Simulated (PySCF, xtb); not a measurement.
Ge(H)3(OH) (GeH₄O), SMILES [OH][GeH3].

GFN2-xTB (xtb) at its own geometry gives an orbital gap of 8.38 eV and a dipole moment of 1.47 D.

Geometry optimised at PBE0-D3(BJ)/def2-TZVP.

Q: What does r2SCAN/def2-TZVPD (PySCF) give? (An estimate is asked for; the answer gives what the named calculation found.)

A: gap 6.68 eV (levels -7.25 and -0.56 eV), dipole 1.42 D.
